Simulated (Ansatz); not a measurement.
Species: C$_{4}$H$_{9}$O (charge 0, doublet). It need not be the lowest isomer of its formula. SMILES: [CH2]OC(C)C
Coordinates optimised at B3LYP-D3(BJ)/def2-TZVP (Ansatz, a program for electronic structure):
```xyz
14

C     -0.0533     1.5629     0.2198
C     -0.4098     0.0848     0.2593
C     -1.7178    -0.2287    -0.4400
O      0.6073    -0.6907    -0.3997
C      1.7538    -0.8813     0.2902
H      0.9124     1.7403     0.6935
H     -0.8098     2.1496     0.7440
H      0.0008     1.9095    -0.8139
H     -0.4591    -0.2531     1.3023
H     -1.6641     0.0657    -1.4896
H     -1.9352    -1.2957    -0.3915
H     -2.5378     0.3162     0.0299
H      2.4804    -1.4899    -0.2260
H      1.7165    -0.8427     1.3739
```
Charge 0, spin multiplicity 2.

Computed values are from Ansatz. Cores are frozen in the correlated levels unless marked. Open shells are spin-unrestricted. No spin-orbit coupling. No relativistic terms. CBS marks a two-point X^-3 extrapolation of the correlation energy; Hartree-Fock from the larger set.

Problem. What is the T1 diagnostic at CCSD/cc-pVQZ?

Solution. 0.014.

Problem. What is the total energy at CCSD(T)/CBS(cc-pVTZ,cc-pVQZ)?

Solution. -232.7140 Eh.

Problem. What is the dipole moment at CCSD(T)/aug-cc-pVDZ?

Solution. 1.42 D.

Problem. What is the atomisation energy De at CCSD(T)/CBS(cc-pVTZ,cc-pVQZ)?

Solution. 5389.3 kJ/mol.
